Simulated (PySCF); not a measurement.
# Working out the ionisation energy of F+

F+ [He] 2s2 2p4 (3P) → F(2+) [He] 2s2 2p3 (4S). Computed with PySCF 2.14 in x2c-QZVPPall, with the spin-free X2C one-electron Hamiltonian (Gaussian nucleus). Frozen: nothing. Energies in hartree (1 hartree = 27.21139 eV):

```json
{"part": "UHF", "F+ (lower)": "-98.928456", "F(2+) (upper)": "-97.701505"}
{"part": "CCSD correlation", "F+ (lower)": "-0.197180", "F(2+) (upper)": "-0.145803"}
{"part": "(T)", "F+ (lower)": "-0.002619", "F(2+) (upper)": "-0.001519"}
```

**Question.** What does Hartree-Fock give?

**Answer.** (-97.701505) − (-98.928456) = 1.226951 hartree = 33.387 eV.

**Question.** What do CCSD and CCSD(T) give?

**Answer.** The CCSD correlation energies differ by 0.051377 hartree = 1.398 eV and the triples by 0.001100 hartree = 0.030 eV, so CCSD gives 34.785 eV and CCSD(T) 34.815 eV.

Measured between the centres of the two terms (NIST): 34.950 eV, so CCSD(T) (valence and next inner shell) is off by -0.135 eV.

What remains against the reference includes basis incompleteness and higher excitations.
